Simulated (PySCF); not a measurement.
A structure optimised at PBE0-D3(BJ)/def2-SVP (Å):
```
atom  x, y, z in Å
C1    -1.9814    0.4904    0.1191
C2    -0.5063    0.6673    0.1824
C3     0.4361   -0.2927    0.1284
C4     0.2012   -1.7645   -0.0042
C5     1.8715    0.0812    0.2112
O6     2.7725   -0.7228    0.1986
O7     2.1045    1.4013    0.3004
H8    -2.4012    1.0683   -0.7214
H9    -2.4544    0.8911    1.0315
H10   -2.2909   -0.5563    0.0041
H11   -0.1521    1.6978    0.2863
H12    0.6420   -2.3028    0.8489
H13    0.7038   -2.1549   -0.9025
H14   -0.8654   -2.0122   -0.0632
H15    3.0675    1.4929    0.3459
```

Neutral, closed shell.

Q: Which heavy atoms are bonded, and with what formal order?

A: C1–C2 1.49 Å (single); C2–C3 1.35 Å (double); C3–C4 1.50 Å (single); C3–C5 1.49 Å (single); C5–O6 1.21 Å (double); C5–O7 1.34 Å (single). Bonds to hydrogen (Å): C1–H8 1.10; C1–H9 1.10; C1–H10 1.10; C2–H11 1.09; C4–H12 1.10; C4–H13 1.10; C4–H14 1.10; O7–H15 0.97.

Q: Which species is it?

A: `C/C=C(\C)C(=O)O`, C5H8O2, tiglic acid. Among its features: carboxylic acid and C=C double bond.

Q: Classify the heavy atoms.

A: C1: allylic carbon; C2: alkene CH carbon; C3: fully substituted alkene carbon; C4: allylic carbon; C5: carboxylic acid carbon; O6: acid carbonyl oxygen; O7: acid hydroxyl oxygen.

Q: What is the arrangement about C2?

A: It has 3 neighbours (C1, C3, H11) and is planar (angles 127.4°, 116.7° and 115.9°, sum 360.0°, 0.00 Å off the plane of its three neighbours).

Q: What is the arrangement about O7?

A: It has 2 neighbours (C5, H15) and is bent (angle 105.6°).

These are computed values.
